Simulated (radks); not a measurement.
Q: Ionisation of neutral neon, [Ne], to [He] 2s2 2p5 as the strength of local exchange is varied. Method: non-relativistic Kohn-Sham, Slater X-alpha exchange (alpha = 2/3 is LDA exchange), no correlation, spin-polarised, spherical densities, point nucleus; computed with a radial shooting solver on a logarithmic mesh with Libxc functionals.

alpha  E(Ne) (hartree)  exchange (hartree)  IE (eV)  -e of the level emptied (eV)  <r> of it (bohr)
0.6         -126.40136            -9.76551   19.208                   10.892 (2p)             1.008
0.608       -126.53162            -9.90520   19.361                   11.029 (2p)             1.006
0.628       -126.85784           -10.25550   19.749                   11.375 (2p)             1.000
0.667       -127.49621           -10.94299   20.514                   12.062 (2p)            0.9897
0.761       -129.04698           -12.62394   22.415                   13.785 (2p)            0.9661
0.795       -129.61211           -13.24025   23.123                   14.431 (2p)            0.9579
1.041       -133.76742           -17.83020   28.540                   19.455 (2p)            0.9042
x           -130.76586           -14.50452   24.589                   15.778 (2p)            0.9419

Which alpha was used in the last row?

A: alpha = 0.864. NIST Atomic Spectra Database: 21.565 eV (measured). The Delta-SCF value meets it near alpha = 0.72. Open shells are spherical and high-spin; term and fine-structure splittings are not resolved.
